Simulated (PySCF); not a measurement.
C3H6BNO, SMILES C1(=C)CNB1O. Atoms are numbered in the order given.

```xyz
12

C      1.1221    -1.8233     0.0000
C      0.2684    -0.7963     0.0000
C     -1.2658    -0.7625     0.0000
N     -1.2331     0.7121     0.0000
B      0.1907     0.7809     0.0000
O      1.0959     1.7940     0.0000
H      2.2045    -1.6546     0.0000
H      0.7846    -2.8677     0.0000
H     -1.7353    -1.2049     0.9003
H     -1.7353    -1.2049    -0.9003
H     -2.0476     1.3133     0.0000
H      0.6914     2.6697     0.0000
```

Geometry optimised at r2SCAN-D4/def2-SVP. The structure was generated by enumeration, and PubChem lists no compound with its InChIKey, so it may never have been made. Other conformers were not sampled.

Two levels are set side by side: PBE/pcSseg-1 (PySCF) and KT2/pcSseg-1 (PySCF). GIAO shifts against BF3 (¹¹B), H2O (¹⁷O), NH3 (¹⁵N), TMS (¹H), TMS (¹³C) at the same level; non-relativistic, no solvent, atoms listed together averaged. Differences are taken from unrounded values.

| quantity | KT2 | PBE | PBE minus KT2 |
|---|---|---|---|
| δ(¹³C) of C1 (ppm) | 115.4 | 122.9 | 7.5 |
| δ(¹³C) of C2 (ppm) | 151.5 | 160.4 | 8.9 |
| δ(¹³C) of C3 (ppm) | 55.8 | 56.8 | 1.0 |
| δ(¹⁵N) of N4 (ppm) | 100.9 | 106.3 | 5.3 |
| δ(¹¹B) of B5 (ppm) | 10.1 | 10.5 | 0.5 |
| δ(¹⁷O) of O6 (ppm) | 99.0 | 106.3 | 7.3 |
| δ(¹H) of H9, H10 (ppm) | 4.13 | 4.13 | 0.00 |
| δ(¹H) of H11 (ppm) | 3.27 | 3.22 | -0.05 |
| δ(¹H) of H12 (ppm) | 3.36 | 3.49 | 0.14 |

Rough cost on one machine, each run with all the roots and properties that it gave: KT2 against PBE within a factor of 2.
